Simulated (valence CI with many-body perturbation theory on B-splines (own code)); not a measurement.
Results of a calculation; reference values are marked as such.
# Ga¹⁰⁺: what the settings do

Level of theory: relativistic CI+MBPT: three valence electrons over a frozen Dirac-Fock core [Ar], a basis of 6 s, 6 p, 5 d, 5 f, 1 g functions for each j, with the one-electron correlation potential Σ1, the two-electron term Σ2, the three-electron term Σ3, Breit, model QED; selected CI, second order for the rest, scaled by the run's own slope (own B-spline code, finite nucleus).

No measured levels were compared; by estimate terms of the open shell hold to 2 to 4 % of their energy, and close levels can change places. Only levels of the ground parity were solved; by the run's estimate the other parity begins above the list, which can be wrong where configurations are misplaced.

The reference run has the lowest level 3d3 4F_3/2 and an ionisation energy of 280.531 eV. Its largest variational space holds 2326 state functions.

Names give the largest LS component (configuration and term), which can be under half, so a name can repeat, a term be missing and a line seem to break the LS rules; names also repeat where a configuration has a term twice. Letters in brackets count levels of one name in rising energy.

Changed runs:
A. three-electron term on → off; Davidson tolerance 2e-05 → 0.001
B. highest l in the core sums 6 → 3
C. selection threshold (hartree) 2e-08 → 1e-06
D. scale of Σ2 1 → -1 (bad on purpose)

Excitation energies of the reference run in cm⁻¹, and shifts in cm⁻¹:

```tsv
Level	Reference	A	B	C	D
3d3 4F_5/2	2042	-7.0	+5.7	-0.1	-160
3d3 4F_7/2	4590	-9.2	+9.4	0	-327
3d3 4F_9/2	7459	-1.8	+11	0	-476
3d3 4P_1/2	31260	-61	-350	-0.2	+4630
3d3 4P_3/2	31461	-118	-371	0	+4634
3d3 2G_7/2	34304	+677	-55	+7.4	+2409
3d3 4P_5/2	34610	+11	-341	-0.5	+4333
3d3 2G_9/2	36291	+592	-19	+7.7	+2404
3d3 2D_3/2 [a]	43398	-36	-583	+2.6	+3633
3d3 2P_1/2	45046	-1279	-599	+4.5	+4647
3d3 2H_9/2	47450	+93	+203	+13	+3104
3d3 2H_11/2	48406	+8.9	+236	+14	+3234
Ionisation energy (eV)	280.531	-0.0029	+0.658	-0.00044	-7.420
```
